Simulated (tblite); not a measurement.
Compound: C5H11FOSi.
SMILES with atom numbers: `[CH3:1][Si:2]1([CH3:3])[CH2:4][C@@H:5]([F:6])[CH2:7][O:8]1` (hydrogens: H9, H10, H11 on C1; H12, H13, H14 on C3; H15, H16 on C4; H17 on C5; H18, H19 on C7)

Computed geometry: GFN2-xTB, gas phase.

(1) Give the optimised bond lengths and angles.

Answers

(1) 
```json
{"bond": "C1–Si2", "length (Å)": "1.900"}
{"bond": "Si2–C3", "length (Å)": "1.896"}
{"bond": "Si2–C4", "length (Å)": "1.915"}
{"bond": "C4–C5", "length (Å)": "1.518"}
{"bond": "C5–F6", "length (Å)": "1.387"}
{"bond": "C5–C7", "length (Å)": "1.532"}
{"bond": "C7–O8", "length (Å)": "1.399"}
{"bond": "Si2–O8", "length (Å)": "1.649"}
{"bond": "C1–H9, C1–H10, C1–H11", "length (Å)": "1.086"}
{"bond": "C3–H12, C3–H13, C3–H14", "length (Å)": "1.084"}
{"bond": "C4–H15", "length (Å)": "1.088"}
{"bond": "C4–H16", "length (Å)": "1.086"}
{"bond": "C5–H17", "length (Å)": "1.096"}
{"bond": "C7–H18", "length (Å)": "1.094"}
{"bond": "C7–H19", "length (Å)": "1.095"}
```

Bonds in one row agree within 0.01 Å and their mean is given. A selection of angles:
```json
{"angle": "Si2–C1–H9", "degrees": "111.4"}
{"angle": "H9–C1–H10", "degrees": "107.7"}
{"angle": "C1–Si2–C3", "degrees": "112.8"}
{"angle": "C1–Si2–C4", "degrees": "113.0"}
{"angle": "C1–Si2–O8", "degrees": "111.5"}
{"angle": "C3–Si2–C4", "degrees": "114.4"}
{"angle": "C3–Si2–O8", "degrees": "109.6"}
{"angle": "C4–Si2–O8", "degrees": "93.9"}
{"angle": "Si2–C3–H12", "degrees": "110.0"}
{"angle": "Si2–C3–H13", "degrees": "110.8"}
{"angle": "Si2–C3–H14", "degrees": "112.5"}
{"angle": "H12–C3–H13", "degrees": "107.6"}
{"angle": "Si2–C4–C5", "degrees": "100.9"}
{"angle": "Si2–C4–H15", "degrees": "112.3"}
{"angle": "Si2–C4–H16", "degrees": "116.2"}
{"angle": "C5–C4–H15", "degrees": "109.3"}
{"angle": "C5–C4–H16", "degrees": "109.7"}
{"angle": "H15–C4–H16", "degrees": "108.1"}
{"angle": "C4–C5–F6", "degrees": "108.9"}
{"angle": "C4–C5–C7", "degrees": "108.5"}
{"angle": "C4–C5–H17", "degrees": "114.3"}
{"angle": "F6–C5–C7", "degrees": "108.2"}
{"angle": "F6–C5–H17", "degrees": "105.3"}
{"angle": "C7–C5–H17", "degrees": "111.4"}
{"angle": "C5–C7–O8", "degrees": "110.6"}
{"angle": "C5–C7–H18", "degrees": "109.8"}
{"angle": "C5–C7–H19", "degrees": "109.8"}
{"angle": "O8–C7–H18", "degrees": "108.7"}
{"angle": "O8–C7–H19", "degrees": "108.8"}
{"angle": "H18–C7–H19", "degrees": "109.1"}
{"angle": "Si2–O8–C7", "degrees": "115.4"}
```

Torsions: C1–Si2–C4–C5 91° (anticlinal); Si2–C4–C5–F6 -85° (synclinal); C4–C5–C7–O8 -30°; C5–C7–O8–Si2 10° (synperiplanar); C1–Si2–O8–C7 -108° (anticlinal).

Si2 (oxygen-bound silicon) has angles from 93.9° to 114.4°. O8 (silyl ether oxygen) is bent (angle 115.4°). The 5-membered ring Si2–C4–C5–C7–O8 has internal angles of 93.9° to 115.4° (sum 529°, against 540° for a flat polygon); it is puckered, 0.15 Å rms from its mean plane, widest ring torsion 33°.

Point group: C1 (no symmetry element, even within 0.4 Å). Its GFN2-xTB frequencies are all real (lowest 61 cm⁻¹). The numbers are those of one conformer. 2 starts were optimised and ended at 0.00 and 0.07 kcal/mol (GFN2-xTB); the lowest of these is shown.

Hardware: one thread of an Arm Neoverse V1, shared host. Cost: 0.58 s. That covers the optimisation of the geometry.
